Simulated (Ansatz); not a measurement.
`C[O][Sn]([CH3])([F])[S]C` → `C[S][SnH]([CH3])[F]` + `C=O` at 500 K and 1 bar (β-hydride elimination).

Isolated molecules relaxed with PBE0-D4/def2-TZVP in Ansatz; ΔE leaves out vibrations. CBS: MP2 limit from def2 TZ/QZ plus the TZ coupled-cluster correction, frozen cores. This one scheme is used for every species. Elements past krypton have def2 core potentials. For Sn outer-core shells are correlated without core-valence functions, which leaves a few kJ/mol of doubt a bond. Each species was taken in one conformer, which may not be the lowest.

| species | CCSD(T)/CBS energy (Eh) | H − E (kJ/mol) | S (J/(mol·K)) |
| --- | --- | --- | --- |
| `C[O][Sn]([CH3])([F])[S]C` | -906.42250 | 386.5 | 588.1 |
| `C[S][SnH]([CH3])[F]` | -791.97424 | 277.4 | 488.9 |
| `C=O` | -114.39408 | 87.9 | 238.5 |

H − E and S are ideal-gas, rigid-rotor, harmonic terms from PBE0-D4/def2-TZVP, for one conformer and one mirror image of each species. 1 Eh = 2625.50 kJ/mol, R = 8.31446 J/(mol·K).

Task: By hand: ΔE, ΔH, ΔS and ΔG.

Result: ΔE = (-791.97424) + (-114.39408) − (-906.42250) = 0.05418 Eh = 142.2 kJ/mol. Δ(H − E) = 277.4 + 87.9 − 386.5 = -21.2, so ΔH = 121.0 kJ/mol. ΔS = 488.9 + 238.5 − 588.1 = 139.3 J/(mol·K). ΔG = 121.0 − 500 × (139.3)/1000 = 51.3 kJ/mol.

Task: By hand: the equilibrium constant, and the temperature at which ΔG would vanish if ΔH and ΔS stayed fixed.

Result: log₁₀ K = −ΔG/(RT ln 10) = -5.4. ΔG = 0 at ΔH/ΔS = 869 K.

The number of gas molecules changes by +1, which sets the sign of ΔS. A doubt of 5 kJ/mol in ΔE shifts log₁₀ K by 0.5 here. Other conformers and mirror images would add mixing entropy, several J/(mol·K) or more a flexible species. Modes under 60 cm⁻¹, often nearly free rotors, make the harmonic entropy too high. These are equilibria of isolated gas molecules and say nothing of rates. Largest T1 diagnostic: 0.015 (customary marks: 0.02 for closed shells, 0.045 for open ones).
